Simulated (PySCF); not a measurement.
**BeBr₂, singlet: structure and spectrum**

All numbers come from PBE/[Be def2-TZVP, Br def2-TZVP], no relativity, density fitting, PySCF.

The structure is a minimum.

Coordinates in bohr (charge 0 multiplicity 1):
```
Be    0.0000    0.0000    0.0000
Br    0.0000    0.0000    3.7066
Br    0.0000    0.0000   -3.7066
```

```
Point group                                                                   : D∞h
Bond lengths                                                                  : Be–Br 1.961 Å (×2)
Bond angles                                                                   : Br–Be–Br 180.0°
Heat capacity Cp at 298.15 K                                                  : 53.5 J/(mol K)
Atomisation energy without zero-point energy                                  : 829 kJ/mol
Principal polarisabilities                                                    : 42.3, 42.3, 77.6 bohr³
Entropy at 298.15 K and 1 bar                                                 : 274.5 J/(mol K)
Rotational constants                                                          : 0.02776 cm⁻¹
Principal quadrupole moments (Buckingham, traceless) about the centre of mass : -2.05, 1.02, 1.02 D Å
Highest occupied level                                                        : -7.58 eV
Enthalpy at 298.15 K above 0 K                                                : 12.97 kJ/mol
Lowest empty level                                                            : -1.35 eV
Rotational symmetry number                                                    : 2
Zero-point energy                                                             : 9.8 kJ/mol
Dipole moment                                                                 : 0.00 D
```

Harmonic modes (masses in u: Be 9.012, Br 78.918):
```
symmetry  ω (cm⁻¹)  IR (km/mol, summed over degenerate members)
      πu       211                                         40.3
     σg+       235                                          0.0
     σu+       980                                          371
```

In D∞h the vibrations span πu + σg+ + σu+. The σg+ mode carries no infrared intensity, as symmetry demands. With a centre of inversion only u modes can be infrared active and only g modes Raman active.

Charges (e):
| atom | Mulliken | Löwdin | polar tensor | Mayer order to Be1 |
| --- | --- | --- | --- | --- |
| Be1 | 0.17 | -0.65 | 0.88 | – |
| Br2,3 | -0.09 | 0.32 | -0.44 | 1.40 |

Mulliken populations on Be1: s 2.60, p 1.04, d 0.19.

Outer orbital energies (eV). occupied: -19.48, -19.46, -9.83, -9.30, -8.07, -8.07, -7.58, -7.58; empty: -1.35, -1.35, -1.28, 1.07.

Counting electrons, beryllium keeps none of its valence electrons outside its bonds, so the VSEPR class is AX2 and the expected shape is linear (D∞h), as computed.

The final relaxation and frequency run took 12 s on 4 threads of a shared Arm Neoverse V2 host, with 115 basis functions and 7 gradients; the process peaked at 0.88 GiB. Launch command: `OMP_NUM_THREADS=4 python axn.py task.json out`.
